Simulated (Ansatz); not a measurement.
The cluster As3P2⁺, relaxed as a singlet with RKS PBE-D4/def2-SVP in Ansatz, starting from the GFN1-xTB geometry. Force threshold 0.02 eV/Å.

The structure comes from a short search, and lower isomers may exist.

Start:

```xyz
5

P     1.2995   -0.7505   -0.5600
P    -0.6724   -1.4524   -0.0094
As    0.3520    0.1405    1.4311
As   -1.5832    0.6417   -0.1266
As    0.6042    1.4207   -0.7352
```

```
step   energy (eV)  largest force component (eV/Å)  SCF passes
   1  -201032.9256                           1.270          18
   2  -201033.0630                           0.291          21
   3  -201033.0692                           0.048          21
   4  -201033.0694                           0.020          22
   5  -201033.0695                           0.005          22
```

Force components are those of the run's own axes.

End:

Cartesian coordinates in Å:
```
P 1.3373 -0.7704 -0.5781
P -0.6934 -1.4941 -0.0100
As 0.3596 0.1465 1.4729
As -1.6209 0.6600 -0.1299
As 0.6174 1.4579 -0.7549
```

By distances, no bond broke or formed. The bond that changes most is P1–As3, from 2.38 to 2.45 Å (atoms count from 1).

No frequencies were taken in this run, so the end may be a saddle point.

It took 6.5 s on 4 threads of Arm Neoverse V1 on a shared host.
